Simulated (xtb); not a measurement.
Species: BI₃, SMILES `IB(I)I` (charge 0, multiplicity 1).

Problem. Give a relaxed geometry from GFN2-xTB (xtb 6.7.1).

Solution. the end point of this relaxation (outside a Z-matrix the atoms follow the SMILES, hydrogens last).
Z-matrix (Å, degrees):
```
B
I 1 2.1066
I 1 2.1080 2 119.91
I 1 2.1088 2 119.81 3 166.51
```
